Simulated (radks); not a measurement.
Values are calculated unless marked as measured or tabulated.
Problem. These are the eigenvalues of the occupied orbitals of an atom or ion with whole-number occupations (eV). Code: a radial shooting solver on a logarithmic mesh with Libxc functionals. Model: scalar-relativistic Kohn-Sham, BLYP, spin-polarised, spherical densities, finite nucleus; Fermi nuclear charge, rms radius of each element as measured or else 0.836 A^(1/3) + 0.57 fm.

orbital  eigenvalue
1s up     -56479.62
1s down   -56479.58
2s up     -10272.44
2s down   -10269.74
2p up     -9214.896
2p down   -9212.739
3s up     -3037.747
3s down   -3036.378
3p up     -2714.376
3p down   -2712.852
3d up     -2309.317
3d down   -2307.045
4s up     -1277.020
4s down   -1269.486
4p up     -1159.912
4p down   -1152.450
4d up     -1006.328

Which element is it, and in what charge state? The configuration may be excited. Open shells, if any, are filled with parallel spins first.

Solution. Z = 67, holmium, charge +28: Ho28+ in [Kr] 4d3. The list shows which subshells hold electrons but not how many an open one holds; the 1s level, -2075.6 hartree, gives Z - s = 64.4 by -(Z - s)^2/2, which with screening and relativity narrows Z to a few neighbours, and the depths of the outer levels then fix element, charge and occupations together.
